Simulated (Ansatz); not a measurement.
CH4MoO2S (`[CH3][Mo](=[O])([OH])=[S]`). Charge 0, multiplicity 1. Correlated methods include outer-core shells of Mo, which these sets cover unevenly. Mo takes the def2 core potential.

Z-matrix (Å, degrees):
```
C
Mo 1 2.094
H 1 1.092 2 109.7
H 1 1.095 2 107.2 3 -119.8
H 1 1.091 2 110.7 3 121.0
O 2 1.669 1 104.6 3 -177.2
O 2 1.861 1 108.6 3 62.0
S 2 2.108 1 105.0 3 -60.4
H 7 0.961 2 124.4 1 -105.5
```

(1) Give the diagnostics of a CCSD(T)/def2-TZVPP run (frozen core, the Gaussian-basis code of Ansatz). (An estimate is asked.)

Results:

(1) The calculation gave: T1 = 0.0251, largest single amplitude 0.050, largest double 0.067, (T) share of the correlation energy 6.0 %, 15 CCSD cycles. The RHF solution is unstable towards an unrestricted one. T1 lies over the customary mark of 0.02 for closed shells; compounds of d metals often pass it without a breakdown.
